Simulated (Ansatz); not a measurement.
```yaml
crystal:
  periodic: [false, false, false]
  atoms:
    - {symbol: C, position_ang: [-1.234408, 0.431924, -0.770015]}
    - {symbol: Si, position_ang: [-0.071488, -0.560218, 0.391057]}
    - {symbol: B, position_ang: [0.929020, -0.088982, 1.629424]}
    - {symbol: P, position_ang: [2.087330, -0.933293, 0.349991]}
    - {symbol: H, position_ang: [-1.168848, 0.455725, -1.761299]}
    - {symbol: H, position_ang: [-2.532859, 0.456526, -0.435401]}
    - {symbol: H, position_ang: [-0.895486, 1.945649, -0.385917]}
    - {symbol: H, position_ang: [-0.921951, -2.161133, -0.192975]}
    - {symbol: H, position_ang: [1.214373, 0.575120, 2.310174]}
    - {symbol: H, position_ang: [2.976965, 0.205773, -0.353943]}
basis:
  gaussian: {orbitals: def2-mTZVPP, final_grid: {core_spheres: 8, valence_spheres: 7, degree: 23}}
hamiltonian: {xc: {name: HSE06}, dispersion: d3bj}
```

```sh
$ ansatz run in.yaml --threads 2 --pin off --events-out ev --progress --plain --max-ram 4352MiB
```

Output, abridged:

```
Functional definition: HSE06
1214 factors; their error is unknown
115 factors; integrals over basis functions are off by at most 4.6e-7 eV
mean field evaluation 1: about -18950.3098 eV, gradient 6.1e1 eV
mean field evaluation 2: about -18928.8152 eV, gradient 9.3e1 eV
mean field evaluation 4: about -18961.0745 eV, gradient 9.5e0 eV
mean field evaluation 8: about -18961.4030 eV, gradient 2.5e-1 eV
mean field evaluation 16: about -18961.5072 eV, gradient 4.1e-4 eV
mean field -18961.50722547 eV, -696.8225379647 hartree, gradient 6.9e-5 eV, S^2 0.000000; 0 other end points of the search recorded, 0 dependent functions left out
reference -18961.50726826 eV, -696.8225395371 hartree; 23, 23 occupied and 99, 99 virtual orbitals, 1214 factors
Total energy: -18961.70956914 eV, -696.8299739576 hartree
```

It took 1.5 s on 2 threads of an Arm Neoverse V1 on a shared host, with 0.46 GiB of host memory at the peak.
